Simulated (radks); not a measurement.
Spherical quantum dot in the effective-mass picture: electrons in a hard-walled sphere of radius 1.47, with a point charge +2 (a donor) at the centre, all in effective atomic units (hartree* = m*/eps^2 hartree, bohr* = eps/m* bohr), one dielectric constant everywhere. Method: non-relativistic Kohn-Sham, exchange-only LDA, spin-polarised, spherical densities; computed with a radial shooting solver with Libxc functionals. Levels are named by radial order and angular momentum (1s, 1p, 1d, 2s, ...), and open shells are averaged over m.

N = 28, configuration 1s2 1p6 1d10 2s2 1f(up 7, down 1). This is the lowest configuration that the search found. Occupied and some empty levels:

| level | occupation | eigenvalue (hartree*) | <r> (bohr*) |
|---|---|---|---|
| 1s up | 1 | 25.659 | 0.8215 |
| 1s down | 1 | 25.814 | 0.8126 |
| 1p up | 3 | 27.539 | 0.9537 |
| 1p down | 3 | 27.738 | 0.9509 |
| 1d up | 5 | 30.021 | 1.013 |
| 1d down | 5 | 30.235 | 1.011 |
| 2s up | 1 | 31.277 | 0.6536 |
| 2s down | 1 | 31.373 | 0.6593 |
| 1f up | 7 | 33.192 | 1.054 |
| 1f down | 1 | 33.414 | 1.053 |
| 2p up | 0 | 36.863 | 0.7596 |
| 2p down | 0 | 36.974 | 0.7598 |
| 1g up | 0 | 37.018 | 1.085 |
| 1g down | 0 | 37.245 | 1.085 |
| 2d up | 0 | 42.203 | 0.8321 |
| 2d down | 0 | 42.335 | 0.8315 |

Energy (hartree*): total 493.224, kinetic 225.57, external -66.283, Hartree 363.68, exchange-correlation -29.751.

Electron density:

| r (bohr*) | n(r) (e/bohr*^3) |
|---|---|
| 0.0401 | 10.55 |
| 0.150 | 6.714 |
| 0.260 | 4.264 |
| 0.370 | 2.821 |
| 0.480 | 2.165 |
| 0.590 | 2.145 |
| 0.699 | 2.600 |
| 0.809 | 3.279 |
| 0.919 | 3.819 |
| 1.03 | 3.818 |
| 1.14 | 3.045 |
| 1.25 | 1.709 |
| 1.36 | 0.4735 |
| 1.47 | 0.0003203 |
